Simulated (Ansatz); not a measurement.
Ideal-gas functions of `[CH3][V](=[O])([OH])[Cl]` at 400 K and 1 bar, from an Ansatz frequency run at PBE0-D4/def2-TZVP.

Molar mass 134.44 g/mol, point group C1 (symmetry number 1), electronic degeneracy 1, moments of inertia 137.049, 234.368, 249.894 u Å². Harmonic wavenumbers (cm⁻¹, unscaled): 142, 160, 168, 197, 247, 284, 383, 467, 560, 596, 608, 673, 799, 1146, 1171, 1406, 1414, 3044, 3151, 3163, 3850.

Use S(trans) = R[1.5 ln M + 2.5 ln T − 1.1517]; rotational temperatures θ = 24.2544 K / I; S(rot) = R[ln(√π/σ · √(T³/θAθBθC)) + 1.5]; for each mode x = 1.438777 ν̃/T, S = R[x/(eˣ − 1) − ln(1 − e⁻ˣ)] and H = RT x/(eˣ − 1); 1 cm⁻¹ = 0.0119627 kJ/mol; R = 8.31446 J/(mol·K).

Question: By hand: the entropy, in J/(mol·K).

Answer: Translation 176.1. Rotation: θ = 0.177, 0.1035, 0.0971 K, giving 118.3. Vibration, mode by mode: 13.99, 13.02, 12.63, 11.35, 9.57, 8.49, 6.28, 4.92, 3.77, 3.40, 3.29, 2.74, 1.91, 0.70, 0.65, 0.32, 0.31, 0.00, 0.00, 0.00, 0.00, in all 97.3. Electronic 0.0. Sum 391.7 J/(mol·K).

Question: By hand: H − E and G − E in kJ/mol, counted from the electronic energy.

Answer: Zero-point energy ½ × 23629 × 0.0119627 = 141.3; thermal vibration 21.4; translation, rotation and pV give 4 RT = 13.3. H − E = 176.0 kJ/mol, and G − E = 176.0 − 400 × 391.7/1000 = 19.3 kJ/mol.

Vibration gives 25 % of the entropy, 14.0 J/(mol·K) of it from the mode under 150 cm⁻¹: soft modes count most, and the harmonic formula is weakest for them. The sum counts one conformer and one mirror image; others add a mixing term.
